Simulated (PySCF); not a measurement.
Predicted microwave data (PBE0/def2-SVPD in PySCF (dipole) on a GFN2-xTB geometry, gas phase) for one isomer of C5H4N2:

* Rotational constants: A = 3662, B = 2285, C = 1419 MHz
* Dipole components: |μa| = 3.81 D, |μb| = 3.92 D, |μc| = 0.00 D
* Inertial defect: -3.10 u·Å²
* κ: -0.23

Task: Which candidate fits, each taken in the one conformer that was computed?
A. `CC=C(C#N)C#N`
B. `C#Cc1cnc[nH]1`

Result: A. It is CC=C(C#N)C#N, an asymmetric top, point group Cs. The candidates at the same level (rigid rotor, commonest isotopes):

| SMILES | A (MHz) | B (MHz) | C (MHz) | μa (D) | μb (D) | μc (D) | Δ (u·Å²) | point group | rotor |
| --- | --- | --- | --- | --- | --- | --- | --- | --- | --- |
| C#Cc1cnc[nH]1 | 9620 | 1999 | 1655 | 1.48 | 2.83 | 0.00 | 0.00 | Cs | near-prolate asymmetric top |
| CC=C(C#N)C#N | 3662 | 2285 | 1419 | 3.81 | 3.92 | 0.00 | -3.10 | Cs | asymmetric top |

`C#Cc1cnc[nH]1` has A 163 % too high. In the right answer the mirror of this Cs structure is the ab plane, so μc vanishes by symmetry. No structure here is proved a minimum.
